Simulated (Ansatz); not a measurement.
Geometry optimisation, RKS PBE0-D4/def2-SVP (Ansatz 0.2.0).

The input (input.yaml):

```yaml
crystal:
  periodic: [false, false, false]
  atoms:
    - { symbol: Hf, position_ang: [0.0, 0.0, 0.0] }
    - { symbol: Cl, position_ang: [0.0, 0.0, 2.87] }
    - { symbol: Cl, position_ang: [2.3764, 0.0, -0.8392] }
    - { symbol: F, position_ang: [-0.9326, 1.6157, -0.6593] }
    - { symbol: Cl, position_ang: [-1.1869, -2.0563, -0.8392] }
    - { symbol: P, position_ang: [1.4979, -2.2747, 0.905] }
    - { symbol: H, position_ang: [0.7017, -3.4444, 0.7861] }
    - { symbol: H, position_ang: [2.6682, -2.4171, 0.1133] }
    - { symbol: H, position_ang: [0.8777, -1.3329, 2.2734] }
basis:
  gaussian: { orbitals: def2-SVP }
hamiltonian:
  xc: pbe0
  dispersion: d4
relax:
  f_tol: 0.15
  max_steps: 25
  restrain:
    - { distance: [0, 5], at: 3.77, k: 30.0 }
    - { distance: [8, 1], at: 2.57, k: 30.0 }
    - { distance: [0, 1], at: 2.52, k: 30.0 }
    - { distance: [8, 5], at: 1.42, k: 30.0 }
output:
  orbitals: {}
```

Run as:

```bash
$ ansatz run input.yaml --threads 4 --pin off --max-ram 5120MiB --backend cpu --events-out ev --progress --plain --runs-dir out
```

Problem. Where does it end, and by what steps?

Solution. It converged. The restraints hold the end off the free minimum. After 8 steps the energy has fallen by 3.331 eV (the restraints' own energy left out); P6 moved furthest, 0.90 Å.

```
step  energy less start (eV)  largest force component (eV/Å)  accepted
   0                  0.0000                           2.283       yes
   1                 -0.0391                           4.337       yes
   2                 -0.4364                           5.051       yes
   3                 -1.3457                           3.821       yes
   4                 -2.5753                           1.858       yes
   5                 -3.2838                           1.538       yes
   6                 -3.2912                           1.527       yes
   7                 -3.3266                           1.482       yes
   8                 -3.3313                           1.479       yes
```

```xyz
9
Properties=species:S:1:pos:R:3
Hf -0.001 0.061 0.055
Cl -0.217 0.297 2.503
Cl 2.147 0.380 -0.804
F -0.950 1.538 -0.614
Cl -1.111 -1.762 -0.888
P 1.883 -2.907 1.422
H 0.654 -3.434 0.928
H 2.298 -2.402 0.155
H 1.299 -1.679 1.854
```

Time of the run: 31 s on 4 threads of Arm Neoverse V2 (shared host), peak memory 0.38 GiB.
